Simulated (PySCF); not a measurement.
Method: PySCF with PBE-D3(BJ)/def2-TZVP // B3LYP-D3(BJ)/def2-TZVP. Gas-phase values, no solvent. Excitations are Tamm–Dancoff values on a coarser integration grid. The basis has no diffuse functions, so Rydberg states are missing or too high.

Reference species (SMILES): `[CH3][Al]([Br])[Br]` (neutral, multiplicity 1).

```
Quantity               Value
-------------------  -------
S1 excitation (TDA)  5.27 eV
S1–T1 gap (TDA)      0.11 eV
```

Changed species: `[Br][Al]([Br])[Br]` (0 of 3 Br replaced by CH3; the reference has 1 of 3 Br replaced by CH3).

Predict the effect on the S1 excitation (TDA) and S1–T1 gap (TDA).

the S1 excitation (TDA) decreases by 0.23 eV, to 5.04 eV; the S1–T1 gap (TDA) rises by 0.13 eV, to 0.24 eV.
